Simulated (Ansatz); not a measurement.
Basis sets compared for Sn6 (the lowest singlet isomer of a short search). Charge 0, multiplicity 1. Geometry PBE-D4/def2-SVP. Ansatz on 4 threads of Intel Xeon Platinum 8488C on a shared host; times are rough, and most runs start from earlier orbitals.

```
atom   x (Å)   y (Å)   z (Å)
 Sn1  -1.101   1.299  -0.215
 Sn2  -1.288  -1.335  -1.489
 Sn3  -1.292  -0.794   1.831
 Sn4   1.100  -1.300   0.212
 Sn5   1.295   0.796  -1.829
 Sn6   1.286   1.334   1.490
```

In the def2 sets Sn takes a core potential; there is no spin–orbit coupling. The restricted singlet is unstable towards broken spin symmetry in Hartree–Fock (as tested in another run); at PBE-D4/def2-SVP, PBE-D4/def2-TZVPD, PBE0-D4/def2-SVP, PBE0-D4/def2-TZVP and others this wasn't settled. The structure comes from a short search, and lower isomers may exist.

Binding counts from free atoms (Sn triplet) in the same basis, without a counterpoise term.

| level | functions | energy (Eh) | HOMO (eV) | LUMO (eV) | binding per atom (eV) | wall time |
| --- | --- | --- | --- | --- | --- | --- |
| PBE-D4/def2-SVP | 156 | -1286.0684 | -5.02 | -3.43 | 2.74 | 1.6 s |
| PBE-D4/def2-TZVP | 300 | -1286.1046 | -5.00 | -3.41 | 2.76 | 3.5 s |
| PBE0-D4/def2-SVP | 156 | -1286.0953 | -5.77 | -2.95 | 2.58 | 3.8 s |
| PBE0-D4/def2-TZVP (with forces) | 300 | -1286.1290 | -5.73 | -2.91 | 2.62 | 17 s |

(1) Estimate the rows for PBE-D4/def2-TZVPD, PBE0-D4/def2-TZVPD.

Answers

(1) 
```json
{"level": "PBE-D4/def2-TZVPD", "functions": "336", "energy (Eh)": "-1286.1053", "HOMO (eV)": "-5.00", "LUMO (eV)": "-3.41", "binding per atom (eV)": "2.76", "wall time": "5.5 s"}
{"level": "PBE0-D4/def2-TZVPD", "functions": "336", "energy (Eh)": "-1286.1295", "HOMO (eV)": "-5.73", "LUMO (eV)": "-2.90", "binding per atom (eV)": "2.62", "wall time": "14 s"}
```
